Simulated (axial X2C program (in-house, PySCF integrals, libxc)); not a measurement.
TiS: the levels of the configuration d1 s1 p(π)0

Calculated with an in-house all-electron X2C program for linear molecules (integrals from PySCF): two-component X2C with atomic mean-field Coulomb and Gaunt terms, basis Ti dyall-v3z, S dyall-av3z (cores contracted in-house). Orbitals come from Hartree–Fock averaged over the configuration Ti d1 s1 p(π)0; CI then distributes these electrons over the d, s, p(π) shells of Ti.

R = 2.109 Å (near the minimum of the configuration average).

Active spinors (ω > 0):

```tsv
shell	ω	ε (eV)	character
d	3/2	1.26	99% Ti d
d	5/2	1.27	99% Ti d
d	1/2	1.46	75% Ti d, 12% Ti p, 10% S p
d	3/2	1.51	84% Ti d, 8% S p, 5% Ti p
d	1/2	1.52	81% Ti d, 9% S p, 7% Ti p
s	1/2	-3.89	55% Ti s, 26% Ti p, 7% S p
p(π)	1/2	2.27	92% Ti p, 4% S d
p(π)	3/2	2.28	92% Ti p, 4% S d
```

Lowest levels of this model:

| Ω | energy (cm⁻¹) | g∥ | μ (D) | configuration |
| --- | --- | --- | --- | --- |
| 1 | 0 | 0.00 | -5.36 | 99% d1 s1 |
| 2 | 95 | 4.00 | -5.36 | 99% d1 s1 |
| 3 | 196 | 8.00 | -5.36 | 99% d1 s1 |
| 2 | 3983 | 4.00 | -4.75 | 99% d1 s1 |
| 0 | 7919 | 0.00 | -6.14 | 97% d1 s1 |
| 0 | 7925 | 0.00 | -6.13 | 97% d1 s1 |
| 1 | 8022 | 2.00 | -6.15 | 97% d1 s1 |
| 2 | 8124 | 6.00 | -6.17 | 97% d1 s1 |
| 0 | 9863 | 0.00 | -6.40 | 67% d1 s1 + 29% s2 |
| 1 | 12325 | 3.92 | -5.20 | 100% d1 s1 |
| 0 | 12339 | 0.00 | -5.16 | 100% d1 s1 |
| 1 | 12628 | 2.08 | -6.05 | 96% d1 s1 |
| 2 | 16231 | 2.01 | -9.30 | 100% d2 |
| 3 | 16323 | 6.01 | -9.32 | 100% d2 |
| 4 | 16421 | 10.00 | -9.33 | 100% d2 |
| 1 | 17824 | 0.07 | -8.62 | 99% d2 |
| 2 | 17902 | 4.06 | -8.62 | 99% d2 |
| 3 | 17994 | 8.00 | -8.60 | 99% d2 |
| 0 | 18272 | 0.00 | -9.29 | 99% d2 |
| 1 | 18327 | 3.68 | -9.35 | 99% d2 |
| 0 | 18502 | 0.00 | -9.01 | 97% d2 |
| 0 | 18599 | 0.00 | -9.13 | 98% d2 |
| 2 | 18617 | 5.94 | -8.97 | 97% d2 |

g∥ is the magnitude of 2⟨Lz + ge Sz⟩ for the +Ω component. μ is positive if the S end is positive.

(1) From Ω and g∥ of the lowest level, whose 2⟨Lz + ge Sz⟩ is negative, find ⟨Sz⟩ and ⟨Lz⟩ (ge = 2.0023).

Occupations of the active spinors in the lowest level by ω, shell by shell in order of energy: -5/2: 0.00; -3/2: 0.00 0.00 0.00; -1/2: 0.01 0.00 0.99 0.00; 1/2: 0.00 0.00 0.00 0.00; 3/2: 1.00 0.00 0.00; 5/2: 0.00. The leading determinant has weight 0.99 among 21.

This point took 1.9 s on 1 thread of Intel(R) Xeon(R) Processor @ 2.70GHz (shared host).

Dynamic correlation is missing, so gaps between terms are too wide and other configurations may lie lower; the lowest level listed is that of this model, not necessarily the ground state. For d shells the ligand-field splittings (σ, π, δ) and their order can be off by a thousand cm⁻¹ or more. At most 6 roots were kept for each Ω > 0 (twice that for Ω = 0) within 3.2 eV of the lowest, so higher up levels can be missing between those listed; levels with Ω > 0 are doubly degenerate and listed once, Ω = 0 levels singly. Some active spinors are only partly of the character that their shell is named for, so the shell names and counts are nominal. States that fill the shells left empty in the average are placed too high. Along the bond the averaged SCF switches between close solutions, so this one may not be the lowest.

Answers

(1) Ω = ⟨Lz⟩ + ⟨Sz⟩ = 1 and ⟨Lz⟩ + ge⟨Sz⟩ = 0.000, so ⟨Sz⟩ = -1.00 and ⟨Lz⟩ = 2.00.
